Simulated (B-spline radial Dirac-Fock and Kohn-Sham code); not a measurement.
**Elastic scattering of 2 keV electrons by the free tungsten atom**

These are calculated numbers from a radial B-spline solver; the model is relativistic (Dirac) partial waves in the static field of the Dirac-Fock atom with Furness-McCarthy exchange, without polarisation or absorption potentials.

Input file task.json (cfg lists n, l and occupation; rrms is the nuclear radius in fm):

```json
{"items": [{
  "Z": 74,
  "q": 0,
  "cfg": [[1, 0, 2], [2, 0, 2], [2, 1, 6], [3, 0, 2], [3, 1, 6], [3, 2, 10], [4, 0, 2], [4, 1, 6], [4, 2, 10], [4, 3, 14], [5, 0, 2], [5, 1, 6], [5, 2, 4], [6, 0, 2]],
  "A": 184,
  "rrms": 5.3658,
  "do": "elastic",
  "energies": [[2000, 0]],
  "theta": [0, 1, 2, 3, 5, 7, 10, 15, 20, 25, 30, 40, 50, 60, 70, 80, 90, 100, 110, 120, 130, 140, 150, 160, 170, 180]
}]}
```

Command: `python xray2_run.py task.json out`

| θ (°) | dσ/dΩ (a₀²/sr) | Sherman function |
| --- | --- | --- |
| 0 | 230 | 0.000 |
| 1 | 214 | 0.000 |
| 2 | 174 | 0.000 |
| 3 | 129 | 0.000 |
| 5 | 61.1 | 0.000 |
| 7 | 29.1 | 0.000 |
| 10 | 11.3 | 0.001 |
| 15 | 3.43 | -0.001 |
| 20 | 1.51 | -0.006 |
| 25 | 0.818 | -0.012 |
| 30 | 0.497 | -0.012 |
| 40 | 0.244 | 0.019 |
| 50 | 0.145 | 0.059 |
| 60 | 0.0904 | 0.042 |
| 70 | 0.0583 | -0.066 |
| 80 | 0.0478 | -0.156 |
| 90 | 0.0555 | -0.081 |
| 100 | 0.0645 | 0.039 |
| 110 | 0.0549 | 0.145 |
| 120 | 0.0260 | 0.290 |
| 130 | 0.00727 | 0.103 |
| 140 | 0.0432 | -0.209 |
| 150 | 0.157 | -0.105 |
| 160 | 0.324 | -0.054 |
| 170 | 0.475 | -0.024 |
| 180 | 0.535 | 0.000 |

Q: What integrated cross sections go with this distribution?

A: The total elastic cross section is 7.34 a₀², the first transport cross section 1.23 a₀² and the second, weighted with (3/2) sin²θ, 1.15 a₀². The mean deflection is ⟨1 − cos θ⟩ = 0.167, and 7.2 % of the collisions scatter beyond 90°.

On this grid of angles the cross section has minima near 80°, 130°.
